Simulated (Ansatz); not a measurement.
Consider the redistribution: `[NH2][InH2]` + `O[SiH2][SiH2]Br` → `[NH2][InH][Br]` + `O[SiH2][SiH3]`.

Computed with Ansatz on PBE0-D4/def2-TZVP structures; ΔE is electronic, products minus reactants. CCSD(T)/CBS is the MP2 limit (def2-TZVPP, def2-QZVPP) plus CCSD(T) − MP2 in def2-TZVPP, frozen cores. Functionals use def2-TZVPP. Elements past krypton have def2 core potentials. For Br, In outer-core shells are correlated without core-valence functions, which leaves a few kJ/mol of doubt a bond. Scalar relativity is left out up to krypton. One conformer a species, not always the lowest.

```tsv
level	ΔE (eV)
r2SCAN	-0.51
CCSD(T)/def2-TZVPP	-0.52
```

(1) What does CCSD(T)/CBS give? (An estimate is asked.)

Largest T1 diagnostic among the species: 0.016.

Results:

(1) Computed: -0.53 eV. The listed levels differ from it by 0.02, 0.01 eV.

At CCSD(T), def2-SVP lies −0.08 eV from the extrapolated value and def2-TZVPP +0.00 eV. Leaving LDA and LC-ωPBE aside and taking each functional with its dispersion term where it has one, the values, not all of them listed here, spread over 0.11 eV, from B2PLYP to revPBE-D4. LDA lies +0.10 eV from PBE without D4. In def2-TZVPP, CCSD(T) changes the Hartree–Fock value by +0.15 eV (the triples alone add +0.01 eV) and MP2 by +0.16 eV.
